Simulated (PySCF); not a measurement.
Gas-phase reaction: SnH3Cl + Cl2 → SnH2Cl2 + HCl, at 800 K and a standard pressure of 1 bar. Level: PBE/def2-SVP.

Computed with PySCF and rigid-rotor harmonic-oscillator thermochemistry at 1 bar. All species are closed-shell singlets. Sn: scalar-relativistic def2 core potential, no spin-orbit coupling. SnH3Cl, SnH2Cl2: computed as isolated molecules; such fragments, hydroxides, amides, oligomers or adducts are transient or little studied in the gas. The harmonic model lacks anharmonicity and excited electronic states, which grow with temperature; levels with a mode under 35 cm⁻¹ are left out. Soft modes under 120 cm⁻¹ make the harmonic entropy rough for SnH2Cl2.

```tsv
species	E (Ha)	H(800 K) − E (kJ/mol)	S°(800 K) (J/mol/K)
SnH3Cl	-675.96121	106.0	352.3
Cl2	-919.69088	30.4	259.7
SnH2Cl2	-1135.28805	99.9	400.6
HCl	-460.46135	40.9	216.0
```
E: electronic energy; H − E holds the zero-point and thermal terms. 1 Ha = 2625.5 kJ/mol.

Q: Work out ΔH°, ΔS°, ΔG° and log10 K from these numbers.

A: 1. ΔE = 1×(-1135.28805) + 1×(-460.46135) − 1×(-675.96121) − 1×(-919.69088) = -0.09731 Ha = -255.5 kJ.
2. Δ(H − E) = 1×(99.9) + 1×(40.9) − 1×(106.0) − 1×(30.4) = 4.4 kJ, so ΔH° = -251.1 kJ.
3. ΔS° = 1×(400.6) + 1×(216.0) − 1×(352.3) − 1×(259.7) = 4.6 J/K; the number of gas molecules stays the same.
4. ΔG° = ΔH° − TΔS° = -251.1 − 800×(4.6)/1000 = -254.8 kJ.
5. log10 K = −ΔG°/(RT ln 10) = 16.63, with RT ln 10 = 15.32 kJ/mol; at standard pressures the products are favoured.
6. A shift of 10 kJ in ΔE would move log10 K by 0.65 here.
For scale, ΔH°(298 K) is -252 kJ at this level, -254 kJ at ωB97M-V/def2-TZVP†, and runs from -290 to -166 kJ over the 18 levels computed († marks an energy on the PBE0/def2-TZVP geometry).
